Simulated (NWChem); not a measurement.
Species: C₂H₃F₃Si; SMILES F/C=C(/F)[SiH2]F

```xyz
9

F     -1.3441    -1.8224     0.1017
C     -0.0302    -1.6843     0.1996
C      0.5669    -0.5100    -0.0309
F      1.9048    -0.4663     0.1048
Si    -0.2765     1.0872    -0.5379
F     -0.4295     2.0636     0.7521
H      0.5035    -2.5977     0.4816
H     -1.6304     0.7928    -1.0665
H      0.5961     1.7755    -1.5231
```
Atoms are numbered in this order, from 1.

All runs: NWChem. The geometry was optimised at PBE0/def2-SVP. Level B3LYP/def2-SVP: energy and gradient on several grids; changes count from the extra-fine grid, which is no exact limit either.

Question: Which is the coarsest grid (fine; xcoarse; medium; coarse; xfine) from which on the energy stays within 100 μHa and each gradient component within 200 μHa/bohr of xfine?

Answer: medium.
```tsv
grid	size of the energy change (μHa)	largest change of a gradient component (μHa/bohr)	time, medium = 1 (rough)
xcoarse	20000	4000	about 1
coarse	< 10	400	about 1
medium	< 10	30	about 1
fine	< 10	< 30	about 1
xfine	< 10	< 30	2
```
